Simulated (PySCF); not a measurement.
C₂H₃ClFGa, SMILES [Ga]([F])([Cl])[CH]=C.

Geometry: ωB97X-D3(BJ)/def2-SVP. The structure was generated by enumeration; whether it is a known compound was not checked. The values are those of a single conformer.

Calculation: TDA-LC-ωPBE/def2-SVPD (PySCF 2.14.0).

Vertical excitations. Isolated molecule, no solvent.

Problem. Estimate the UV-visible absorptions. (Estimate from the structure and the level; the computed values follow.)

Solution. 
```
state  energy (eV)  λ (nm)      f                                                                 main pairs
-----  -----------  ------  -----  -------------------------------------------------------------------------
S1            6.28     197  0.005                                         HOMO−1→LUMO 77 %, HOMO−2→LUMO 14 %
S2            7.16     173  0.335                                                             HOMO→LUMO 94 %
S3            7.45     166  0.000                                         HOMO−2→LUMO 69 %, HOMO−1→LUMO 15 %
S4            7.61     163  0.001                                                           HOMO→LUMO+1 69 %
S5            7.75     160  0.128                                     HOMO−1→LUMO+1 44 %, HOMO−2→LUMO+1 27 %
S6            7.87     158  0.083                                       HOMO−3→LUMO 60 %, HOMO−2→LUMO+1 11 %
S7            8.04     154  0.070                                                         HOMO−3→LUMO+1 64 %
S8            8.21     151  0.003  HOMO−4→LUMO 34 %, HOMO−1→LUMO+4 31 %, HOMO−2→LUMO+4 14 %, HOMO−2→LUMO 5 %
S9            8.24     150  0.163  HOMO−2→LUMO+1 31 %, HOMO−3→LUMO 24 %, HOMO−1→LUMO+1 18 %, HOMO→LUMO+4 6 %
S10           8.72     142  0.000  HOMO−7→LUMO 47 %, HOMO−6→LUMO 18 %, HOMO−1→LUMO+4 13 %, HOMO−7→LUMO+4 9 %
T1            3.97     312      0                                           HOMO→LUMO 71 %, HOMO→LUMO+4 19 %
T2            5.61     221      0                                         HOMO−1→LUMO 71 %, HOMO−2→LUMO 16 %
T3            6.95     178      0                                     HOMO−1→LUMO+1 64 %, HOMO−1→LUMO+2 10 %
T4            7.24     171      0                                       HOMO→LUMO+1 47 %, HOMO−3→LUMO+1 15 %
```
Triplets are in the Tamm–Dancoff approximation.
